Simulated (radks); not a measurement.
Results of a calculation; reference values are marked as such.
All-electron atom: Cd+ in [Kr] 4d10 5s1. Code: a radial shooting solver on a logarithmic mesh with Libxc functionals. Model: Dirac Kohn-Sham, BLYP, spin-unpolarised, spherical densities, point nucleus.

Normalised radial functions P(r) = r R(r) (large component), r in bohr:

```
   r/bohr * 4p1/2, o 4d3/2 (the largest magnitude, 1.18, reaches the edge; | marks zero, & curves that meet)
 0.001211                             &
 0.001409                             &
 0.001628                             &
 0.001895                             &
 0.002188                             &
 0.002548                             &
 0.002942                             &
 0.003425                             &
 0.003956                             &
 0.004605                             &
 0.005318                             &
 0.006192                             o*
  0.00715                             o*
 0.008324                             o*
 0.009614                             o*
  0.01119                             o *
  0.01293                             o *
  0.01505                             o *
  0.01738                             o  *
  0.02023                             o   *
  0.02336                             o   *
  0.02698                             o    *
  0.03141                             |o    *
  0.03628                             |o     *
  0.04223                             |o      *
  0.04877                             |o       *
  0.05678                             | o       *
  0.06557                             |  o      *
  0.07634                             |   o    *
  0.08816                             |    o  *
   0.1026                             |     &
   0.1185                             |  *   o
    0.138                            *|        o
   0.1594                        *    |         o
   0.1855                   *         |          o
   0.2143                *            |          o
   0.2494              *              |          o
   0.2881               *             |        o
   0.3354                   *         |     o
   0.3873                         *   | o
   0.4509                          o  |   *
   0.5207                     o       |           *
   0.6014                o            |                  *
   0.7001           o                 |                        *
   0.8085         o                   |                          *
   0.9412       o                     |                         *
    1.087        o                    |                     *
    1.265         o                   |                *
    1.461            o                |           *
    1.701               o             |       *
    1.965                  o          |    *
    2.287                     o       | *
    2.642                        o    |*
    3.075                          o  *
    3.552                           o *
    4.135                            o*
    4.775                            o*
    5.559                             &
     6.42                             &
    7.474                             &
    8.632                             &
    10.05                             &
     11.6                             &
```

4p1/2: eigenvalue -79.669 eV, 2 radial nodes at r = 0.132, 0.422 bohr, <r> = 0.939 bohr, 90 % of the charge inside 1.39 bohr. 4d3/2: eigenvalue -20.800 eV, 1 radial node at r = 0.413 bohr, <r> = 1.26 bohr, 90 % of the charge inside 2.01 bohr.
